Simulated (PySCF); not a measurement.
C₄H₄ClF, SMILES C=C(Cl)/C=C\F.

Coordinates come from a B3LYP-D3(BJ)/def2-SVP optimisation. The structure was generated by enumeration; whether it is a known compound was not checked. Other conformers were not sampled.

Calculation: CAM-B3LYP/def2-TZVP run with PySCF.

Symmetry labels are those of the subgroup Cs that the program uses (full group Cs).

Computed valence orbital energies around the gap with their symmetry:
```json
[
 {"orbital": "HOMO−7", "symmetry": "A'", "energy (eV)": "-14.30"},
 {"orbital": "HOMO−6", "symmetry": "A'", "energy (eV)": "-13.78"},
 {"orbital": "HOMO−5", "symmetry": "A'", "energy (eV)": "-12.57"},
 {"orbital": "HOMO−4", "symmetry": "A\"", "energy (eV)": "-12.30"},
 {"orbital": "HOMO−3", "symmetry": "A'", "energy (eV)": "-12.22"},
 {"orbital": "HOMO−2", "symmetry": "A'", "energy (eV)": "-10.18"},
 {"orbital": "HOMO−1", "symmetry": "A\"", "energy (eV)": "-9.91"},
 {"orbital": "HOMO", "symmetry": "A\"", "energy (eV)": "-8.17"},
 {"orbital": "LUMO", "symmetry": "A\"", "energy (eV)": "-0.18"},
 {"orbital": "LUMO+1", "symmetry": "A'", "energy (eV)": "1.82"},
 {"orbital": "LUMO+2", "symmetry": "A'", "energy (eV)": "2.53"},
 {"orbital": "LUMO+3", "symmetry": "A\"", "energy (eV)": "2.66"}
]
```
